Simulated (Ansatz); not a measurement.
The cluster Ge3O3: single points at one geometry.

```yaml
crystal:
  periodic: [false, false, false]
  atoms:
    - {symbol: Ge, position_ang: [0.758459, -0.432322, -0.503277]}
    - {symbol: Ge, position_ang: [-0.069293, 2.055694, 0.747633]}
    - {symbol: Ge, position_ang: [-1.141394, -2.304071, -0.188936]}
    - {symbol: O, position_ang: [-0.736222, -0.987401, -1.399070]}
    - {symbol: O, position_ang: [0.824079, 3.419114, 0.643628]}
    - {symbol: O, position_ang: [0.364362, -1.751014, 0.700022]}
basis:
  gaussian: {orbitals: def2-TZVP, initial_orbitals: start.molden}
hamiltonian: {xc: r2scan, dispersion: d4}
scf: {omitted_lower_state_checks: [starts]}
output: {orbitals: {seedname: orbitals}}
```

The file start.molden holds the orbitals of an earlier run on this structure, at another level or in another basis.

```sh
$ ansatz run in.yaml --threads 4 --pin off --events-out ev --progress --plain --max-ram 4787MiB
```

It prints (some lines left out):

```
Functional definition: r2SCAN
1527 factors; their error is unknown
mean field evaluation 1: about -175696.7426 eV, gradient 1.0e1 eV
mean field evaluation 2: about -175696.8378 eV, gradient 1.5e-1 eV
mean field evaluation 4: about -175696.8130 eV, gradient 4.6e-4 eV
mean field -175696.81296432 eV, -6456.7387848616 hartree, gradient 2.1e-5 eV, S^2 0.000000; 0 other end points of the search recorded, 0 dependent functions left out
reference -175696.81297425 eV, -6456.7387852267 hartree; 60, 60 occupied and 177, 177 virtual orbitals, 1527 factors
Total energy: -175696.86666977 eV, -6456.7407585003 hartree
Checks for a lower state left out: starts
```

Run time 7 s (4 threads of Arm Neoverse V1 on a shared host).

The first input with `hamiltonian: {xc: {name: B2PLYP}}` and without the key `output` (abridged; 10 s):

```
Functional definition: B2PLYP
mean field -175654.17444836 eV, -6455.1718483015 hartree, gradient 3.3e-6 eV, S^2 0.000000
30 core orbitals not correlated: weight in the atoms' cores, before any rotation towards them, 1.000 or more for the frozen orbitals, at most 0.000 for the correlated occupied ones
second order -48.09076100 eV of doubles, -0.00000000 eV of singles
Total energy: -175667.15911528 eV, -6455.6490260093 hartree
Checks for a lower state left out: starts
```

The first input with `hamiltonian: {xc: pbe, dispersion: d4}`, `output: {forces: true, orbitals: {seedname: orbitals}}` (abridged; 3.7 s):

```
Functional definition: PBE
mean field -175669.16736335 eV, -6455.7228277647 hartree, gradient 1.4e-5 eV, S^2 0.000000
Total energy: -175669.41130145 eV, -6455.7317923248 hartree
Atom 0 force     0.262450     0.251175    -0.044014 eV/Å
Atom 1 force    -0.410161    -0.591055     0.059949 eV/Å
Atom 2 force    -0.278779    -0.255266     0.054919 eV/Å
Atom 3 force    -0.290028     0.180114    -0.584239 eV/Å
Atom 4 force     0.410435     0.648225    -0.040957 eV/Å
Atom 5 force     0.306083    -0.233193     0.554342 eV/Å
Dipole moment:    -0.338029    -0.570557     0.020224 e Å
Checks for a lower state left out: starts
```

As the first input, with `hamiltonian: {xc: pbe0, dispersion: d4}` (abridged; 8 s):

```
Functional definition: PBE0
mean field -175672.38622956 eV, -6455.8411189162 hartree, gradient 2.2e-5 eV, S^2 0.000000
Total energy: -175672.59660726 eV, -6455.8488501542 hartree
Checks for a lower state left out: starts
```

As the first input, with `hamiltonian: {xc: {name: revPBE}, dispersion: d4}` (abridged; 2.9 s):

```
Functional definition: revPBE
mean field -175685.77661585 eV, -6456.3332065361 hartree, gradient 4.2e-5 eV, S^2 0.000000
Total energy: -175686.35163982 eV, -6456.3543382770 hartree
Checks for a lower state left out: starts
```

First input, but with `gaussian: {orbitals: def2-SVP, initial_orbitals: start.molden}`, `correlation: {method: ccsd_t}` and without the key `hamiltonian` (abridged; 32 s):

```
Functional definition: HF
mean field -175506.63715813 eV, -6449.7499528900 hartree, gradient 7.4e-6 eV, S^2 0.000000
30 core orbitals not correlated: weight in the atoms' cores, before any rotation towards them, 1.000 or more for the frozen orbitals, at most 0.000 for the correlated occupied ones
second order -32.93636356 eV of doubles, -0.00000000 eV of singles
cycle   1  -30.51703545 eV  change     2.4e0 eV  update   2.5e-1
cycle   2  -31.84567122 eV  change    -1.3e0 eV  update   1.2e-1
cycle   3  -32.23902572 eV  change   -3.9e-1 eV  update   5.5e-2
cycle   4  -32.24440046 eV  change   -5.4e-3 eV  update   2.0e-2
cycle   5  -32.21489177 eV  change    3.0e-2 eV  update   7.6e-3
cycle   6  -32.22002802 eV  change   -5.1e-3 eV  update   3.3e-3
cycle   7  -32.22175667 eV  change   -1.7e-3 eV  update   1.3e-3
cycle   8  -32.22057725 eV  change    1.2e-3 eV  update   5.5e-4
cycle   9  -32.22031106 eV  change    2.7e-4 eV  update   2.1e-4
cycle  10  -32.22056129 eV  change   -2.5e-4 eV  update   1.1e-4
cycle  11  -32.22042556 eV  change    1.4e-4 eV  update   6.4e-5
cycle  12  -32.22036965 eV  change    5.6e-5 eV  update   3.3e-5
perturbative correction -1.29591559 eV, -0.0476240197 hartree
Total energy: -175540.15344338 eV, -6450.9816536546 hartree
Checks for a lower state left out: starts
```

Geometry: r2SCAN-D4/def2-SVP.

Correlated methods freeze 30 core orbitals; core or outer-core shells of Ge are correlated, in sets that lack core-valence functions. At CCSD(T)/def2-SVP T1 of the charge 0 singlet is large (up to 0.022), so the single-reference result is doubtful. Another isomer (singlet) lies 2.43 eV lower at PBE0-D4/def2-TZVP; other spin states weren't run for this one.
